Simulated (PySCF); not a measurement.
A mixed set of molecules. Method: PySCF, TDDFT CAM-B3LYP/def2-SVPD, vertical, gas phase, core orbitals frozen in the response. Geometries: GFN2-xTB; one conformer of each isolated species. Triplets are in the Tamm–Dancoff approximation. 'Strongest' means the level of largest summed f among the lowest 8 singlets; it needn't be the same kind of state in each.

Problem. Rank by computed energy of the strongest computed level, highest first.
A. `C[Si@H](CF)[SiH2]N`
B. `C[SiH2]C[Si@H](N)F`
C. `CN[Si@H]([SiH3])[SiH2]C#N`
D. `CCO[SiH](F)F`
E. `C[Si@@](N)([SiH3])CF`
F. `COC(F)(F)[SiH3]`
G. `CO[SiH2]C(F)F`

Solution. D (9.50 eV), F (9.30 eV), G (8.67 eV), B (8.35 eV), E (7.57 eV), A (7.07 eV), C (6.14 eV).

```
                   SMILES  strongest (eV)  gap (eV)  S1 (eV)  HOMO (eV)  f (strongest)  first f ≥ 0.01 (nm)  S1 mainly
             CCO[SiH](F)F            9.50     11.60     8.27     -10.50           0.09                  143  H→L (84%)
          COC(F)(F)[SiH3]            9.30     11.62     8.59     -10.53           0.23                  144  H→L (93%)
            CO[SiH2]C(F)F            8.67     10.51     6.97      -9.63           0.08                  159  H→L (86%)
       C[SiH2]C[Si@H](N)F            8.35     10.18     6.82      -9.13           0.10                  182  H→L (77%)
     C[Si@@](N)([SiH3])CF            7.57      9.43     6.12      -8.66           0.09                  203  H→L (89%)
       C[Si@H](CF)[SiH2]N            7.07      9.31     5.87      -8.74           0.07                  175  H→L (94%)
CN[Si@H]([SiH3])[SiH2]C#N            6.14      7.86     4.67      -8.23           0.07                  231  H→L (96%)
```

H and L stand for HOMO and LUMO.

- `CCO[SiH](F)F`: Löwdin shares by element: HOMO oxygen 49%, carbon 26%, hydrogen 10% or more (atoms not listed hold the other 16%); LUMO carbon 30%, silicon 21%, hydrogen 12% or more (atoms not listed hold the other 37%).
- `COC(F)(F)[SiH3]`: Löwdin shares by element: HOMO fluorine 28%, carbon 24% or more, silicon 21% (atoms not listed hold the other 27%); LUMO silicon 33%, hydrogen 19% or more, carbon 10% or more (atoms not listed hold the other 39%).
- `CO[SiH2]C(F)F`: Löwdin shares by element: HOMO oxygen 26%, carbon 20% or more, silicon 14%, fluorine 11% or more (atoms not listed hold the other 30%); LUMO silicon 30%, carbon 13% or more, oxygen 12%, hydrogen 10% or more (atoms not listed hold the other 36%).
- `C[SiH2]C[Si@H](N)F`: Löwdin shares by element: HOMO nitrogen 55%, silicon 14% or more, hydrogen 9% or more, carbon 6% or more (atoms not listed hold the other 16%); LUMO silicon 38%, hydrogen 23% or more (atoms not listed hold the other 39%).
- `C[Si@@](N)([SiH3])CF`: Löwdin shares by element: HOMO nitrogen 49%, silicon 20%, carbon 14% or more (atoms not listed hold the other 18%); LUMO silicon 41%, nitrogen 8%, hydrogen 7% or more (atoms not listed hold the other 45%).
- `C[Si@H](CF)[SiH2]N`: Löwdin shares by element: HOMO nitrogen 49%, silicon 24%, hydrogen 12% or more (atoms not listed hold the other 16%); LUMO silicon 45%, nitrogen 10%, hydrogen 8% or more (atoms not listed hold the other 37%).
- `CN[Si@H]([SiH3])[SiH2]C#N`: Löwdin shares by element: HOMO nitrogen 47% or more, silicon 21% or more, carbon 9% or more (atoms not listed hold the other 22%); LUMO silicon 64%, carbon 6% or more (atoms not listed hold the other 29%).

Without π bonds the low states are Rydberg-like; a valence basis with one diffuse set may place them up to an eV too high.
